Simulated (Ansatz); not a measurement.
The same path of a periodic cell of 63 atoms, Si (host Si, host structure diamond, one Si atom removed), cell charge +1 was run twice with different band settings. Lost on the way: Si9–Si10, Si10–Si11, Si10–Si17. Made: Si10–Si28, Si10–Si32, Si10–Si33.

Method: DFT LDA, scalar-relativistic, plane waves, PAW (Ansatz). Settings: PAW set soft_1, cutoff 420 eV, k mesh 1x1x1, gaussian smearing 0.02 eV, spin collinear.

Relaxed end points:

```xyz
63
Lattice="10.8600 0.0000 0.0000 0.0000 10.8600 0.0000 0.0000 0.0000 10.8600" Properties=species:S:1:pos:R:3
Si 5.427 -0.016 0.000
Si 6.777 1.364 1.336
Si 8.157 2.715 0.000
Si 9.505 4.072 1.366
Si 8.137 0.005 2.701
Si 9.514 1.348 4.083
Si 0.000 -0.015 -0.003
Si 1.358 1.348 1.355
Si 2.704 2.728 0.015
Si 4.097 4.045 1.360
Si 5.414 5.437 0.015
Si 6.793 6.784 1.355
Si 8.156 8.142 -0.002
Si 9.506 9.495 1.355
Si 2.715 -0.006 2.713
Si 4.077 1.332 4.074
Si 5.422 2.720 2.748
Si 6.810 4.064 4.074
Si 8.147 5.426 2.713
Si 9.505 6.773 4.067
Si 5.432 -0.021 5.429
Si 6.788 1.353 6.785
Si 8.162 2.709 5.430
Si 9.514 4.056 6.792
Si 8.144 -0.002 8.141
Si 9.506 1.342 9.504
Si 0.001 5.408 -0.002
Si 1.329 6.813 1.324
Si 2.734 8.141 -0.002
Si 4.069 9.497 1.366
Si 0.018 2.727 2.702
Si 1.361 4.043 4.095
Si 4.097 6.779 4.094
Si 5.414 8.124 2.702
Si 6.794 9.488 4.083
Si 0.003 -0.017 5.424
Si 1.339 1.364 6.774
Si 2.751 2.720 5.420
Si 4.077 4.065 6.807
Si 5.422 5.391 5.419
Si 6.777 6.802 6.774
Si 8.158 8.139 5.424
Si 9.506 9.495 6.796
Si 2.703 0.005 8.134
Si 4.086 1.348 9.511
Si 5.432 2.709 8.159
Si 6.794 4.056 9.511
Si 8.137 5.439 8.134
Si 9.506 6.784 9.503
Si 0.002 8.140 2.731
Si 1.369 9.496 4.066
Si 0.017 5.437 5.412
Si 1.358 6.784 6.791
Si 2.705 8.124 5.411
Si 4.086 9.487 6.791
Si 0.003 2.714 8.155
Si 1.369 4.072 9.502
Si 2.716 5.426 8.145
Si 4.069 6.773 9.502
Si 5.428 8.139 8.155
Si 6.800 9.496 9.503
Si 0.001 8.142 8.153
Si 1.358 9.496 9.503
```

```xyz
63
Lattice="10.8600 0.0000 0.0000 0.0000 10.8600 0.0000 0.0000 0.0000 10.8600" Properties=species:S:1:pos:R:3
Si 5.432 -0.021 -0.002
Si 6.777 1.368 1.322
Si 8.166 2.713 -0.002
Si 9.502 4.075 1.360
Si 8.131 0.014 2.736
Si 9.513 1.364 4.073
Si 0.008 -0.004 -0.010
Si 1.371 1.378 1.372
Si 2.712 2.688 -0.027
Si 2.700 5.445 2.730
Si 5.457 5.433 -0.027
Si 6.767 6.774 1.372
Si 8.149 8.137 -0.010
Si 9.491 9.514 1.374
Si 2.711 -0.003 2.719
Si 4.058 1.378 4.059
Si 5.457 2.688 2.718
Si 6.767 4.087 4.059
Si 8.148 5.434 2.719
Si 9.511 6.792 4.077
Si 5.440 -0.004 5.422
Si 6.787 1.358 6.772
Si 8.149 2.705 5.422
Si 9.491 4.089 6.799
Si 8.142 0.003 8.148
Si 9.518 1.358 9.503
Si 0.000 5.424 0.009
Si 1.357 6.788 1.347
Si 2.721 8.145 0.009
Si 4.070 9.503 1.360
Si 0.000 2.724 2.709
Si 1.357 4.062 4.073
Si 4.083 6.788 4.073
Si 5.421 8.145 2.709
Si 6.781 9.492 4.073
Si 0.000 -0.008 5.430
Si 1.357 1.364 6.777
Si 2.721 2.724 5.430
Si 4.070 4.075 6.788
Si 5.421 5.424 5.430
Si 6.781 6.788 6.777
Si 8.153 8.145 5.430
Si 9.497 9.508 6.793
Si 2.694 0.014 8.159
Si 4.108 1.368 9.513
Si 5.432 2.713 8.124
Si 6.777 4.037 9.513
Si 8.131 5.451 8.159
Si 9.513 6.788 9.509
Si 0.000 8.145 2.718
Si 1.353 9.494 4.077
Si 0.000 5.433 5.430
Si 1.353 6.792 6.779
Si 2.712 8.145 5.430
Si 4.056 9.514 6.799
Si 0.008 2.705 8.141
Si 1.371 4.087 9.523
Si 2.711 5.434 8.142
Si 4.058 6.774 9.523
Si 5.440 8.137 8.141
Si 6.787 9.487 9.503
Si 0.000 8.145 8.137
Si 1.357 9.492 9.509
```

Common settings: climbing image yes; spring 5.0 eV/Å²; optimiser quadratic models (default); force threshold 0.05 eV/Å; end points relaxed.

| run | movable images | start path | iteration limit |
| --- | --- | --- | --- |
| 1 | 7 | IDPP | 18 |
| 2 | 3 | default | 8 |

Task: What does each run give, and how far can it be trusted?

Result: Run 1: converged after 8 iterations, highest image 0.475 eV above the first end. The order of the stationary point at the top wasn't checked.
Run 2: converged after 6 iterations, highest image 0.476 eV above the first end. The order of the stationary point at the top wasn't checked.
Limits of this set-up: coarse k mesh, PAW files made for another functional, charged cell in a uniform background, uncorrected.
